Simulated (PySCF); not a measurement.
I+: excitation energy

I+ [Kr] 4d10 5s2 5p4 (3P) → I+ [Kr] 4d10 5s1 5p5 (3P), as a difference of total energies. Calculation: PySCF 2.14, in def2-TZVPPD with the def2 core potential (28 electrons); scalar relativity through the core potential. Correlated levels: valence: 4s2 4p6 4d10 frozen; valence and next inner shell: nothing frozen outside the core potential. The calculations carry no spin-orbit coupling.

```tsv
method	excitation energy (eV)
UHF	12.017
LDA	11.119
PBE0	11.286
r2SCAN	11.149
LC-wPBE	11.657
MN15	11.433
PBEsol	11.044
PW91	11.034
SCS-MP2 (valence)	10.964
MP2 (valence and next inner shell)	11.013
SCS-MP2 (valence and next inner shell)	10.891
```

Estimate what MP2 (valence) gives.

11.088 eV, closest to LDA among the rows shown.

Estimate what PBE gives.

11.013 eV, closest to MP2 (valence and next inner shell) among the rows shown.

Errors of the correlated levels include the incompleteness of this basis and the frozen core.

For comparison: 9.986 eV (measured; NIST levels, between the centres of gravity of the two terms).
